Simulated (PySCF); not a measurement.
# Dipole response of Mn³⁺ (manganese, charge +3)

[Ar] 3d4, high-spin 5D determinant. All numbers are calculated (PySCF 2.14, the non-relativistic Hamiltonian (point nucleus), in def2-QZVPPD (11s6p5d4f2g, 100 functions)). Coupled (time-dependent) response in atomic units; α is the mean over directions.

```tsv
method	mean α (bohr³)	α xx, yy, zz	C₆ (like pair)	S(−4)
BP86	2.039	1.953, 1.953, 2.211	5.039	1.496
```

S(−4) is the Cauchy moment in α(ω) = α(0) + S(−4) ω² + …

α(iu) at BP86:

```csv
u (hartree),α(iu) (bohr³)
0,2.039
0.0500,2.035
0.100,2.024
0.200,1.983
0.300,1.920
0.500,1.763
0.750,1.557
1.00,1.370
1.50,1.069
2.00,0.8445
3.00,0.5531
5.00,0.2822
```

A single London oscillator, α(iu) = α/(1 + u²/ω²), gives C₆ = (3/4) ω α². Matching the computed C₆ needs ω = 4 × 5.039 / (3 × 2.039²) = 1.62 hartree.

For an ion, C₆ is the dispersion term alone; charge-induced terms of lower order in 1/R come first.

The components differ because the open shell of this determinant is not spherical; for a pure term their mean is the scalar polarisability.
